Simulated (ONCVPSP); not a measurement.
Configuration tests for palladium (Pd) (ONCV)

ONCVPSP 4.0.1 input, shortened (lines: element, Z, core and valence counts, functional; n l f; lmax; l rc ep ncon nbas qcut; lloc lpopt rc5 dvloc0; l nproj debl; icmod fcfact rcfact), PBE, scalar-relativistic:

```
  Pd 46.00    6    3        4      upf
    1    0    2.00
    2    0    2.00
    2    1    6.00
    3    0    2.00
    3    1    6.00
    3    2   10.00
    4    0    2.00
    4    1    6.00
    4    2   10.00
    2
    0    0.95    0.00    4    8    6.50
    1    1.30    0.00    4    8   10.80
    2    1.95    0.00    4    8    7.10
    4    5    0.80    1.00
    0    3    2.50
    1    3    3.60
    2    2    0.70
    3    4.50    1.05
```

In the s channel the program set the typed energies aside and used -3.136, 0.250, 2.750 Ha.

Energies are relative to the spin-unpolarised reference configuration 4s2 4p6 4d10; without spin polarisation the order of configurations can differ from experiment. Not all tests gave a result: 1 of 4 tests not solved or not reliable.

```csv
valence configuration,charge,ΔE all-electron (eV),error AE − PS (meV)
4s2 4p6 4d9,+1,9.115,+0.9
4s2 4p6 4d8,+2,29.934,+12
4s2 4p6 4d8 5s1,+1,13.640,+22
```

Note: ghosts flagged at negative energy: s at -1735.7 eV; GHOST(+) flagged for s at 290.8 eV. A true bound ghost makes a file unfit for plane-wave use.
